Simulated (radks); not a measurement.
Q: The mean radii <r> (bohr) of the occupied orbitals of an atom or ion are listed with their occupations. Method: scalar-relativistic Kohn-Sham, LDA (Slater exchange, VWN5 correlation), spin-polarised, spherical densities, finite nucleus; Fermi nuclear charge, rms radius of each element as measured or else 0.836 A^(1/3) + 0.57 fm; computed with a radial shooting solver on a logarithmic mesh with Libxc functionals.

| orbital | occ. | <r> |
|---|---|---|
| 1s up | 1 | 0.01660 |
| 1s down | 1 | 0.01660 |
| 2s up | 1 | 0.06973 |
| 2s down | 1 | 0.06970 |
| 2p up | 3 | 0.06301 |
| 2p down | 3 | 0.06297 |
| 3s up | 1 | 0.1748 |
| 3s down | 1 | 0.1749 |
| 3p up | 3 | 0.1744 |
| 3p down | 3 | 0.1746 |
| 3d up | 5 | 0.1561 |
| 3d down | 2 | 0.1563 |

Name the element and its charge. Open shells, if any, are filled with parallel spins first.

A: Z = 80, mercury, charge +55: Hg55+ in [Ar] 3d7. The 1s radius gives Z: for a bare nucleus <r> = (2 gamma + 1)/(2Z) with gamma = sqrt(1 - (Z/c)^2), 0.0164 bohr for Z = 80, and screening makes it slightly larger (0.01660 here). The occupations add up to 25, and the charge is Z minus that.
